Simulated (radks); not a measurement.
These are the eigenvalues of the occupied orbitals of an atom or ion with whole-number occupations (eV). Calculated with a radial shooting solver on a logarithmic mesh with Libxc functionals: non-relativistic Kohn-Sham, PBE, spin-polarised, spherical densities, point nucleus.

orbital  eigenvalue
1s up     -27979.07
1s down   -27979.05
2s up     -4134.754
2s down   -4134.749
2p up     -3868.378
2p down   -3868.364
3s up     -801.6159
3s down   -801.6003
3p up     -691.8005
3p down   -691.7825
3d up     -488.1805
3d down   -488.1645
4s up     -131.9756
4s down   -131.9369
4p up      -95.4778
4p down    -95.4333
4d up      -35.2110
4d down    -35.1049
5s up      -17.2917
5s down    -16.5212
5p up      -10.6499

Which element is it, and in what charge state? The configuration may be excited. Open shells, if any, are filled with parallel spins first.

Answer. Z = 50, tin, charge +1: Sn+ in [Kr] 4d10 5s2 5p1. The list shows which subshells hold electrons but not how many an open one holds; the 1s level, -1028.2 hartree, gives Z - s = 45.3 by -(Z - s)^2/2, which with screening narrows Z to a few neighbours, and the depths of the outer levels then fix element, charge and occupations together.
